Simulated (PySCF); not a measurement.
C₂H₆GeO₂, SMILES [O]([GeH2][OH])C=C.

Geometry optimised at r2SCAN-D4/def2-SVP. The structure was generated by enumeration, and PubChem lists no compound with its InChIKey, so it may never have been made. Other conformers were not sampled.

These are TDA-PBE/def2-SVPD (PySCF) values and carry that method's errors.

Vertical excitations. The molecule is in vacuum.

Computed UV-visible absorptions:
```csv
state,energy (eV),λ (nm),f,main pairs
S1,4.73,262,0.041,HOMO→LUMO 94 %
S2,5.10,243,0.001,HOMO→LUMO+1 93 %
S3,5.25,236,0.005,"HOMO→LUMO+3 58 %, HOMO→LUMO+2 42 %"
S4,6.06,205,0.017,HOMO→LUMO+4 95 %
S5,6.50,191,0.027,HOMO→LUMO+5 98 %
S6,6.63,187,0.022,HOMO−1→LUMO 92 %
S7,6.68,186,0.144,"HOMO→LUMO+6 50 %, HOMO→LUMO+2 15 %, HOMO→LUMO+3 11 %, HOMO→LUMO+7 8 %"
S8,6.88,180,0.060,"HOMO−2→LUMO 46 %, HOMO→LUMO+6 26 %, HOMO→LUMO+7 15 %"
S9,6.92,179,0.020,"HOMO−2→LUMO 40 %, HOMO→LUMO+7 35 %, HOMO→LUMO+6 12 %"
S10,7.13,174,0.005,"HOMO−1→LUMO+1 50 %, HOMO−1→LUMO+2 40 %"
T1,4.18,297,0,"HOMO→LUMO+2 39 %, HOMO→LUMO 35 %, HOMO→LUMO+3 17 %, HOMO→LUMO+1 6 %"
T2,4.64,267,0,"HOMO→LUMO 64 %, HOMO→LUMO+2 25 %"
T3,4.96,250,0,HOMO→LUMO+1 87 %
T4,5.22,238,0,"HOMO→LUMO+3 75 %, HOMO→LUMO+2 22 %"
```
Triplets are in the Tamm–Dancoff approximation.
